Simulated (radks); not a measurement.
The zinc ion Zn+, configuration [Ar] 3d10 4s1. Calculated with a radial shooting solver on a logarithmic mesh with Libxc functionals: Dirac Kohn-Sham, PBE, spin-unpolarised, spherical densities, point nucleus; speed of light set to 13703.6 atomic units (100 times the physical value, a model run).

Unscreened Slater integrals over Kohn-Sham orbitals (eV). Large and small components are both included.

| integral | value |
|---|---|
| F0(4s1/2,4s1/2) | 10.074 |
| F0(4s1/2,3d5/2) | 12.838 |
| G2(4s1/2,3d5/2) | 1.4136 |
| F0(4s1/2,3d3/2) | 12.838 |
| G2(4s1/2,3d3/2) | 1.4136 |
| F0(4s1/2,3p3/2) | 13.092 |
| G1(4s1/2,3p3/2) | 0.69210 |
| F0(3d5/2,3d5/2) | 28.714 |
| F2(3d5/2,3d5/2) | 12.998 |
| F4(3d5/2,3d5/2) | 8.0346 |
| F0(3d5/2,3d3/2) | 28.714 |
| F2(3d5/2,3d3/2) | 12.998 |
| G2(3d5/2,3d3/2) | 12.998 |
| G4(3d5/2,3d3/2) | 8.0346 |
| F0(3d5/2,3p3/2) | 31.164 |
| F2(3d5/2,3p3/2) | 14.509 |
| G1(3d5/2,3p3/2) | 17.896 |
| G3(3d5/2,3p3/2) | 10.819 |
| F0(3d3/2,3d3/2) | 28.714 |
| F2(3d3/2,3d3/2) | 12.998 |
| F0(3d3/2,3p3/2) | 31.164 |
| F2(3d3/2,3p3/2) | 14.509 |
| G1(3d3/2,3p3/2) | 17.896 |
| G3(3d3/2,3p3/2) | 10.819 |
| F0(3p3/2,3p3/2) | 34.271 |
| F2(3p3/2,3p3/2) | 17.089 |
